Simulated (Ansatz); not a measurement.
Ansatz results at the PBE0-D4/def2-TZVP geometry: size of the dipole moment (ωB97M-V/def2-TZVPP) 0.01 D; ideal-gas entropy at 298 K and 1 bar (rigid rotor, harmonic PBE0-D4/def2-TZVP) 198 J/(mol·K); zero-point energy (PBE0-D4/def2-TZVP) 12.1 kJ/mol.

Question: Which molecule gave them?
A. `[SiH]`•
B. `O=BCl`
C. `CC(C)CCl`
D. `[As]12[As]3[As]1[As]23`

Answer: A. The others give `O=BCl`: 2.80, 236, 21.4; `[As]12[As]3[As]1[As]23`: 0.00, 324, 9.8; `CC(C)CCl`: 2.02, 333, 323.7.
